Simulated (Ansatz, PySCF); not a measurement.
Process, species as SMILES: O[Si](O)(O)O [silicic acid] + 4 [H][H] (H2) → 4 O (H2O) + [SiH4] (SiH4)
Geometries: B3LYP-D3(BJ)/def2-TZVP minima from Ansatz (a program for electronic structure), one conformer each, not searched for the lowest. Frequencies are from Ansatz or PySCF.

Quantity: energy of full hydrogenation (enthalpy at 298 K, with B3LYP-D3(BJ) rigid-rotor harmonic-oscillator terms), in eV. Correlated levels leave the core frozen unless marked. Spin-orbit coupling is left out. Non-relativistic. CBS(X,Y): correlation extrapolated as X^-3; Hartree-Fock from the larger set. The bracket is a focal-point correction in the basis named.

```
level                       program  energy of full hydrogenation (eV)
--------------------  -------------  ---------------------------------
HF/aug-cc-pV(D+d)Z           Ansatz                               2.88
HF-D3(BJ)/def2-TZVPD  PySCF + dftd3                               4.31
HF-D4/def2-TZVPD      PySCF + dftd4                               4.30
SVWN5/def2-TZVPD             Ansatz                               3.89
```

Task: What does RI-MP2/CBS(aug-cc-pV(T+d)Z,aug-cc-pV(Q+d)Z)+[CCSD(T)-MP2]/aug-cc-pV(T+d)Z (Ansatz) give?

Result: 4.08 eV
